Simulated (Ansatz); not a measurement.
Program: Ansatz. Geometries: PBE0-D4/def2-TZVP. ΔE: electronic, gas phase. CCSD(T)/CBS adds triple-zeta CCSD(T) − MP2 to the extrapolated MP2 energy (def2 sets, frozen cores). Functionals use def2-TZVPP. B3LYP here is the variant with VWN-RPA as its local correlation; programs differ in this. One conformer a species, not always the lowest.

Consider the substitution at a C–O bond: `NCO[SiH3]` + `OCF` → `NCOCF` + `O[SiH3]`.

| level | ΔE (kcal/mol) | difference from CCSD(T)/CBS |
| --- | --- | --- |
| PBE0-D4 | -2.0 | 0.5 |
| B3LYP-D4 | -1.9 | 0.6 |
| ωB97X-V | -2.4 | 0.1 |
| ωB97M-V | -2.4 | 0.1 |
| B2PLYP | -2.4 | 0.1 |
| PBE | -2.2 | 0.3 |
| B3LYP | -2.2 | 0.3 |
| HF/def2-TZVPP | -1.9 | 0.6 |
| MP2/def2-TZVPP | -2.7 | -0.2 |
| SCS-MP2/def2-TZVPP | -2.4 | 0.1 |
| CCSD/def2-TZVPP | -2.4 | 0.1 |
| CCSD(T)/def2-TZVPP | -2.5 | 0.0 |
| HF/def2-QZVPP | -1.9 | 0.6 |
| MP2/def2-QZVPP | -2.7 | -0.2 |
| SCS-MP2/def2-QZVPP | -2.5 | 0.0 |
| HF/CBS(def2) | -1.9 | 0.6 |
| CCSD(T)/CBS | -2.5 | 0 |

Largest T1 diagnostic among the species: 0.011.
